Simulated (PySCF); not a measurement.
Computed shifts of a molecule C4H10Si2, PBE/pcSseg-1 run with PySCF, GIAO, gas phase, atoms alike by connectivity averaged where their shifts nearly agree, in ppm (number of nuclei): ¹³C: 144.3 (1), 142.7 (1), 19.8 (1), 11.3 (1). ²⁹Si: -14.1 (1), -50.1 (1). ¹H: 6.76 (1), 6.45 (2), 5.10 (1), 4.92 (1), 4.75 (1), 2.01 (1), 1.82 (1), 1.76 (1), 1.55 (1). References: ¹³C against TMS (σ = 182.0 ppm); ²⁹Si against TMS (σ = 335.4 ppm); ¹H against TMS (σ = 31.49 ppm), references at their B3LYP-D3(BJ)/def2-TZVP geometries, non-relativistic. Geometry optimised at PBE0-D3(BJ)/def2-SVP. Other conformers were not sampled.

Question: Which structure fits?
(A) [SiH3][C@@H]1C=C[C@@H]1[SiH3]
(B) C[SiH2]C#C[SiH2]C
(C) [SiH3]C=C1C[SiH2]C1
(D) C=C[Si@H]1CC[SiH2]1

Answer: D, C=C[Si@H]1CC[SiH2]1
